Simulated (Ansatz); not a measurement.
H₄N (SMILES [NH4+]), charge +1, singlet, at a GFN2-xTB geometry. Base run: CCSD(T)/6-31G* (Ansatz, a first-principles code).

Ansatz was given this input:
Ansatz 0.2 input:
```yaml
crystal:
  periodic: [false, false, false]
  atoms:
    - {symbol: N, position_ang: [0.00000000, -0.00000000, 0.00000000]}
    - {symbol: H, position_ang: [-0.00729522, 0.96603165, -0.35603162]}
    - {symbol: H, position_ang: [0.83638328, -0.48824031, -0.34944714]}
    - {symbol: H, position_ang: [-0.84471152, -0.49151576, -0.32388825]}
    - {symbol: H, position_ang: [0.01562347, 0.01372441, 1.02936701]}
basis:
  gaussian:
    orbitals: 6-31G*
total_charge: 1
magnetization: {spin_polarized: false}
correlation: {method: ccsd_t}
```

The base run was repeated with changes; each row names its change, and settings that it needs were set with it.

```csv
change,ΔE vs base (kcal/mol),MP2 correlation (Eh),CC correlation without the perturbative part (Eh),basis functions
base,0.000,-0.17039,-0.18737,23
method = rpa,(withheld),-,-,23
method = mp2,12.14,-0.17039,-,23
electrons = outside_noble_gas,0.000,-0.17039,-0.18737,23
method = ccsd,(withheld),-0.17039,-0.18737,23
diis_vectors = 2,0.000,-0.17039,-0.18737,23
electrons = all,(withheld),(withheld),(withheld),23
method = bccd_t,-0.001,-0.17039,-0.18728,23
reference functional = pbe0,0.343,-,-0.18915,23
diis_vectors = 4,0.000,-0.17039,-0.18737,23
```

**Question.** Some entries are withheld; supply them.

**Answer.** 
- method = rpa, ΔE vs base (kcal/mol): -7.58
- method = ccsd, ΔE vs base (kcal/mol): 1.49
- electrons = all, ΔE vs base (kcal/mol): -1.95
- electrons = all, MP2 correlation (Eh): -0.17368
- electrons = all, CC correlation without the perturbative part (Eh): -0.19045
